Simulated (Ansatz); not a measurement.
Program: Ansatz. Geometries: PBE0-D4/def2-TZVP. ΔE: electronic, gas phase. CCSD(T)/CBS adds triple-zeta CCSD(T) − MP2 to the extrapolated MP2 energy (def2 sets, frozen cores). This one scheme is used for every species. Functionals use def2-TZVPP. B3LYP here is the variant with VWN-RPA as its local correlation; programs differ in this. Each species was taken in one conformer, which may not be the lowest.

`[SiH3]O[SiH](Cl)O[SiH3]` + `C=O` → `O=C[SiH](Cl)O[SiH3]` + `O[SiH3]`  (formal exchange of groups at the Si–O bond)

| level | ΔE (kJ/mol) | difference from CCSD(T)/CBS |
| --- | --- | --- |
| r2SCAN-D4 | 146.0 | -4.7 |
| B3LYP-D4 | 150.3 | -0.4 |
| ωB97M-V | 147.5 | -3.2 |
| PBE | 128.9 | -21.8 |
| B3LYP | 146.0 | -4.7 |
| HF/def2-TZVPP | 171.2 | 20.5 |
| MP2/def2-QZVPP | 154.3 | 3.6 |
| SCS-MP2/def2-QZVPP | 156.0 | 5.3 |
| HF/CBS(def2) | 173.8 | 23.1 |
| CCSD/CBS(def2) | 154.2 | 3.5 |
| CCSD(T)/CBS | 150.7 | 0 |

Largest T1 diagnostic among the species: 0.015.

In def2-TZVPP, CCSD(T) changes the Hartree–Fock value by −20.2 kJ/mol (the triples alone add −3.5 kJ/mol) and MP2 by −17.5 kJ/mol. The D4 term adds +4.3 kJ/mol with B3LYP and +2.8 kJ/mol with PBE0; it sums over pairs of atoms, weighted by their polarisabilities, and B3LYP, whose exchange is more repulsive, gets the larger term.
